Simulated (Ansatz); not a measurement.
`[BH2][SnH2][BH]F`, relaxed with RKS PBE-D4/def2-SVP in Ansatz from a rough embedded geometry. The force threshold is 0.03 eV/Å; the program also tests the step.

The species carries charge 0 and has multiplicity 1. Sn: def2 effective core potential.

Start:

```xyz
9

B    -1.765    0.071    0.433
Sn    0.158    0.713   -0.291
B     1.590   -0.958   -0.041
F     1.426   -2.133   -0.688
H    -2.748    0.035   -0.325
H    -1.981   -0.269    1.562
H     0.699    2.133    0.636
H     0.059    1.182   -1.987
H     2.562   -0.775    0.701
```

```json
{"step": "1", "energy (eV)": "-9972.7624", "largest force (eV/Å)": "1.235", "largest move (Å)": "0.000"}
{"step": "2", "energy (eV)": "-9972.8017", "largest force (eV/Å)": "1.563", "largest move (Å)": "0.192"}
{"step": "3", "energy (eV)": "-9972.8301", "largest force (eV/Å)": "1.596", "largest move (Å)": "0.198"}
{"step": "4", "energy (eV)": "-9972.9458", "largest force (eV/Å)": "0.211", "largest move (Å)": "0.157"}
{"step": "5", "energy (eV)": "-9972.9581", "largest force (eV/Å)": "0.097", "largest move (Å)": "0.180"}
{"step": "6", "energy (eV)": "-9972.9622", "largest force (eV/Å)": "0.034", "largest move (Å)": "0.085"}
{"step": "7 (rejected)", "energy (eV)": "-9972.9600", "largest force (eV/Å)": "0.293", "largest move (Å)": "0.112"}
{"step": "8", "energy (eV)": "-9972.9628", "largest force (eV/Å)": "0.057", "largest move (Å)": "0.056"}
{"step": "9", "energy (eV)": "-9972.9632", "largest force (eV/Å)": "0.117", "largest move (Å)": "0.046"}
{"step": "10 (rejected)", "energy (eV)": "-9972.9600", "largest force (eV/Å)": "0.242", "largest move (Å)": "0.065"}
{"step": "11", "energy (eV)": "-9972.9641", "largest force (eV/Å)": "0.012", "largest move (Å)": "0.033"}
```

End:

```xyz
9

B    -1.865    0.108    0.490
Sn    0.135    0.749   -0.308
B     1.631   -0.973   -0.077
F     1.761   -1.865   -1.049
H    -2.686   -0.405   -0.245
H    -2.118    0.219    1.673
H     0.771    2.097    0.575
H     0.050    1.195   -1.981
H     2.321   -1.124    0.921
```

It took 15 s on 2 threads of an Arm Neoverse V2 on a shared host, with 0.13 GiB of host memory at the peak.
